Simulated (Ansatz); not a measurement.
`[SiH3]C1=C(Cl)C1`. Charge 0, multiplicity 1. The geometry is a stationary point of PBE0-D4/def2-TZVP.

```xyz
10

Si    1.465    0.021   -0.879
C    -0.035   -0.009    0.172
C    -0.665   -0.068    1.301
Cl   -0.564   -0.180    2.972
C    -1.583    0.029    0.167
H     1.487    1.281   -1.665
H     2.679   -0.065   -0.031
H     1.426   -1.127   -1.822
H    -2.127   -0.854   -0.167
H    -2.083    0.973   -0.047
```

Problem. What is the dipole moment at B3LYP/def2-TZVPP? (Best estimate.)

Solution. Computed: 0.56 D, with components (-0.10, 0.04, -0.55) D in this frame, pointing from negative to positive charge.

Problem. And with PBE, r2SCAN, ωB97M-V? (An estimate is asked.)

Solution. The calculation gave: PBE 0.49 D, r2SCAN 0.55 D, ωB97M-V 0.55 D.

Problem. Give the Mulliken charges with B3LYP, r2SCAN, PBE in def2-TZVPP. (Best estimate.)

Solution. Computed: 
```json
{"atom": "Si1", "B3LYP": "0.31", "r2SCAN": "0.36", "PBE": "0.24"}
{"atom": "C2", "B3LYP": "-0.07", "r2SCAN": "-0.11", "PBE": "-0.04"}
{"atom": "C3", "B3LYP": "-0.02", "r2SCAN": "-0.02", "PBE": "-0.01"}
{"atom": "Cl4", "B3LYP": "-0.04", "r2SCAN": "-0.04", "PBE": "-0.03"}
{"atom": "C5", "B3LYP": "-0.19", "r2SCAN": "-0.11", "PBE": "-0.18"}
{"atom": "H6", "B3LYP": "-0.06", "r2SCAN": "-0.07", "PBE": "-0.05"}
{"atom": "H7", "B3LYP": "-0.06", "r2SCAN": "-0.06", "PBE": "-0.05"}
{"atom": "H8", "B3LYP": "-0.06", "r2SCAN": "-0.07", "PBE": "-0.05"}
{"atom": "H9", "B3LYP": "0.09", "r2SCAN": "0.06", "PBE": "0.08"}
{"atom": "H10", "B3LYP": "0.09", "r2SCAN": "0.06", "PBE": "0.08"}
```

B3LYP here is the variant with VWN-RPA as its local correlation; programs differ in this.
